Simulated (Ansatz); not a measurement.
Relaxation of C2H8AlB (12 atoms, charge 0, multiplicity 1), to a largest force component of 0.015 eV/Å in at most 40 steps.

Level of theory: RKS B3LYP/6-31G* (Ansatz 0.2.0).

```xyz
12
Properties=species:S:1:pos:R:3
C -0.171 1.461 -0.504
B 0.012 0.020 0.009
C 1.127 -0.306 1.050
Al -1.117 -1.494 -0.694
H -0.087 1.524 -1.635
H -1.251 1.844 -0.263
H 0.530 2.207 -0.045
H 1.678 0.640 1.382
H 1.871 -1.075 0.665
H 0.714 -0.756 2.009
H -2.354 -1.186 -1.727
H -0.947 -2.990 -0.154
```

Question: Where does it end, and by what steps?

Answer: The forces met the threshold. The force dipped under the threshold on the way, but the program's further checks kept it going. After 21 steps the energy has fallen by 0.487 eV; H12 moved furthest, 1.57 Å.

```tsv
step	energy less start (eV)	largest force component (eV/Å)	accepted
0	0.0000	1.939	yes
1	-0.3356	0.723	yes
2	-0.3541	0.496	yes
3	-0.3869	0.082	yes
4	-0.3916	0.032	yes
5	-0.3929	0.053	yes
6	-0.3868	0.373	no
7	-0.3996	0.054	yes
8	-0.4055	0.155	yes
9	-0.4090	0.207	yes
10	-0.4255	0.056	yes
11	-0.4306	0.195	yes
12	-0.4520	0.064	yes
13	-0.4620	0.148	yes
14	-0.4643	0.266	yes
15	-0.4657	0.319	yes
16	-0.4665	0.448	yes
17	-0.4864	0.051	yes
18	-0.4870	0.036	yes
19	-0.4873	0.005	yes
20	-0.4874	0.007	yes
21	-0.4874	0.014	yes
```

```xyz
12
Properties=species:S:1:pos:R:3
C 0.090 1.403 -0.727
B 0.015 0.011 0.017
C 0.894 -0.172 1.317
Al -1.235 -1.577 -0.717
H -0.087 1.391 -1.809
H -0.736 2.000 -0.297
H 1.009 1.970 -0.523
H 1.163 0.773 1.811
H 1.844 -0.609 0.959
H 0.513 -0.870 2.072
H -2.785 -1.700 -0.329
H -0.681 -2.730 -1.683
```

Whether the end is a true minimum wasn't checked by a vibrational analysis.

Time of the run: 86 s on 1 thread of Arm Neoverse V1, with other jobs on the host, peak memory 0.16 GiB.
